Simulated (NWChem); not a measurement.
# BSiH3OF2; SMILES FB(F)O[SiH3]

```xyz
8

B     -0.0458     0.9696    -0.0467
F     -0.6674     2.0841     0.2853
F      1.0627     1.0739    -0.7693
O     -0.5259    -0.2205     0.3379
Si     0.0053    -1.7993     0.0934
H      1.3635    -1.9668     0.6825
H      0.0381    -2.0952    -1.3665
H     -0.9719    -2.6820     0.7807
```
Atoms are numbered in this order, from 1.

STO-3G and 3-21G are far too small for this property and stand as cheap habits. All runs use the structure optimised with PBE0/def2-SVP.

Q: Give the principal values of the shielding tensors (ppm) of B1, F2, F3, O4, Si5 from Hartree-Fock/STO-3G, GIAO (NWChem), with their diamagnetic and paramagnetic parts as GIAO splits them.

A: 
```
atom    σ11    σ22    σ33  isotropic  diamagnetic  paramagnetic
----  -----  -----  -----  ---------  -----------  ------------
B1    117.0  124.5  134.2      125.3        205.5         -80.2
F2    331.9  362.5  593.8      429.4        455.5         -26.1
F3    326.6  367.6  582.7      425.6        455.9         -30.3
O4    259.9  476.6  570.9      435.8        381.5          54.3
Si5   575.6  584.4  673.7      611.3        866.5        -255.2
```
